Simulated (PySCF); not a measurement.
**Simulated absorption spectrum**

C₉H₁₃N.
Structure used (PBE0-D3(BJ)/def2-SVP), in Å, numbered top down from 1:
```
atom  x, y, z in Å
C1    -2.2626   -0.1463   -1.0565
C2    -1.4553   -0.0468    0.2425
C3    -2.0132   -0.9920    1.2997
C4     0.0246   -0.2290   -0.0325
C5     0.6941   -1.4171    0.2672
C6     2.0441   -1.6064   -0.0255
C7     2.7545   -0.5749   -0.6333
C8     2.1170    0.6219   -0.9379
C9     0.7567    0.8144   -0.6507
N10    0.1385    1.9984   -1.0200
H11   -1.8913    0.5586   -1.8143
H12   -2.1797   -1.1617   -1.4745
H13   -3.3293    0.0637   -0.8783
H14   -1.5912    0.9770    0.6442
H15   -2.0323   -2.0332    0.9411
H16   -1.4212   -0.9627    2.2266
H17   -3.0497   -0.7169    1.5467
H18    0.1418   -2.2265    0.7483
H19    2.5335   -2.5501    0.2232
H20    3.8145   -0.6962   -0.8696
H21    2.6762    1.4330   -1.4133
H22   -0.6811    2.2607   -0.4875
H23    0.7616    2.7785   -1.1832
```

Theory: TDDFT wB97X-D/def2-SVPD, vertical, gas phase, core orbitals frozen in the response (PySCF 2.14.0, density-fitted response routines).

Computed states:

| state | E (eV) | f |
| --- | --- | --- |
| S1 | 4.94 | 0.053 |
| S2 | 5.65 | 0.101 |
| S3 | 5.91 | 0.0059 |
| S4 | 6.62 | 0.0010 |
| S5 | 6.68 | 0.358 |
| S6 | 6.72 | 0.457 |
| S7 | 6.82 | 0.152 |
| S8 | 7.33 | 0.0021 |
| S9 | 7.42 | 0.010 |
| S10 | 7.56 | 0.0099 |

Broadening: Gaussians 0.3 eV wide at half height, area fixed by f = 4.319×10⁻⁹ ∫ε dν̃. The width is an assumption, not a result. The curve ends short of the highest state used, and states not computed would add to its high-energy end.

Question: Give the broadened spectrum and its maxima.

Answer: 
E (eV), ε (L mol⁻¹ cm⁻¹) and a bar:
```
     4.49         10 
     4.56         58 
     4.63        253 
     4.70        825 
     4.77       1987 #
     4.84       3539 #
     4.91       4660 ##
     4.98       4537 ##
     5.05       3266 #
     5.12       1740 #
     5.19        697 
     5.26        282 
     5.33        426 
     5.40       1320 
     5.48       3713 #
     5.55       6676 ##
     5.62       8894 ###
     5.69       8816 ###
     5.76       6582 ##
     5.83       3828 #
     5.90       1875 #
     5.97        867 
     6.04        397 
     6.11        167 
     6.18         75 
     6.25        159 
     6.32        850 
     6.39       3724 #
     6.46      12223 #####
     6.53      30028 ###########
     6.60      55382 ####################
     6.67      77024 ############################
     6.74      81266 ##############################
     6.81      65540 ########################
     6.88      40745 ###############
     6.96      17379 ######
```

Maxima: 251 nm (4.94 eV), ε about 4800, made up of S1 (100%); 219 nm (5.65 eV), ε about 9200, made up of S2 (99%); 185 nm (6.72 eV), ε about 82000, made up of S5 (38%), S6 (50%) and S7 (12%) (ε in L mol⁻¹ cm⁻¹; maxima over ε = 5, shares over 10%).

Question: Coming from long wavelengths, where does ε first pass 100 L mol⁻¹ cm⁻¹?

Answer: At about 270 nm (4.59 eV), 0.35 eV below S1.

Question: On this curve, what absorbance would a 10⁻⁵ mol/L sample give at 254 nm over a 1 cm path?

Answer: 254 nm is 4.881 eV, where ε is about 4300 L mol⁻¹ cm⁻¹, so A = ε c l ≈ 0.043 (Beer–Lambert, with the gas-phase spectrum and the assumed width).

Question: What would ε be at 6.72 eV, the highest of these maxima, with half the width (0.15 eV)?

Answer: About 146000 L mol⁻¹ cm⁻¹ against 82300, a factor of about 1.8; a lone state at its own centre would give exactly 2.

All these states lie below the vertical ionisation energy of 7.62 eV (ΔSCF).

One conformer stands for the species.
